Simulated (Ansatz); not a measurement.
Ansatz (a quantum-chemistry and plane-wave program) input (X2C-CCSD(T)/cc-pVTZ-DK):

Ansatz 0.2 input:
```yaml
crystal:
  periodic: [false, false, false]
  atoms:
    - {symbol: B, position_ang: [0.01755095, 0.04720755, -0.00690515]}
    - {symbol: C, position_ang: [1.53519310, -0.23448161, -0.01347128]}
    - {symbol: C, position_ang: [-1.04787564, -1.09326650, 0.17880062]}
    - {symbol: O, position_ang: [-0.44825478, 1.32870349, -0.16660880]}
    - {symbol: H, position_ang: [1.94662763, -1.23060224, 0.10921476]}
    - {symbol: H, position_ang: [2.28880429, 0.53913615, -0.14035092]}
    - {symbol: H, position_ang: [-2.07216576, -0.71983640, 0.15842549]}
    - {symbol: H, position_ang: [-0.94400154, -1.85335667, -0.60255482]}
    - {symbol: H, position_ang: [-0.89308809, -1.61935904, 1.12659315]}
    - {symbol: H, position_ang: [0.24820216, 1.98484119, -0.27590754]}
basis:
  gaussian:
    orbitals: cc-pVTZ-DK
magnetization: {spin_polarized: true, initial_magnetization: 1}
correlation: {method: ccsd_t, electrons: outside_noble_gas}
```

End of the output:

```
integrals: 1.44 GiB planned
1164 factors; integrals over basis functions are off by at most 1.1e-3 eV
mean field: 0.78 GiB planned
mean field evaluation 1: about -4866.0963 eV, gradient 2.9e1 eV
mean field evaluation 2: about -4866.0970 eV, gradient 2.9e1 eV
mean field evaluation 4: about -4869.7844 eV, gradient 3.1e0 eV
mean field evaluation 8: about -4869.8545 eV, gradient 1.5e-1 eV
mean field evaluation 16: about -4869.8459 eV, gradient 1.0e0 eV
mean field -4869.85498573 eV, -178.9638698193 hartree, gradient 2.0e-6 eV, S^2 0.759570; 0 other end points of the search recorded, 0 dependent functions left out
4 core orbitals not correlated
reference -4869.85498573 eV, -178.9638698193 hartree; 12, 11 occupied and 188, 189 virtual orbitals, 1164 factors
second order -17.98988671 eV of doubles, -0.00000000 eV of singles
coupled cluster: 4.42 GiB planned
cycle   1  -18.52935514 eV  change   -5.4e-1 eV  update   8.5e-2
cycle   2  -18.93377192 eV  change   -4.0e-1 eV  update   2.5e-2
cycle   3  -19.03160066 eV  change   -9.8e-2 eV  update   1.5e-2
cycle   4  -19.02731434 eV  change    4.3e-3 eV  update   4.9e-3
cycle   5  -19.02620097 eV  change    1.1e-3 eV  update   2.8e-3
cycle   6  -19.02696647 eV  change   -7.7e-4 eV  update   1.0e-3
cycle   7  -19.02685524 eV  change    1.1e-4 eV  update   5.1e-4
cycle   8  -19.02694343 eV  change   -8.8e-5 eV  update   1.8e-4
cycle   9  -19.02697499 eV  change   -3.2e-5 eV  update   6.6e-5
cycle  10  -19.02693767 eV  change    3.7e-5 eV  update   2.0e-5
cycle  11  -19.02695157 eV  change   -1.4e-5 eV  update   8.1e-6
perturbative correction -0.69413063 eV, -0.0255088302 hartree
Total energy: -4889.57606793 eV, -179.6886062228 hartree
Relativity: scalar
```

It need not be the lowest isomer of its formula.
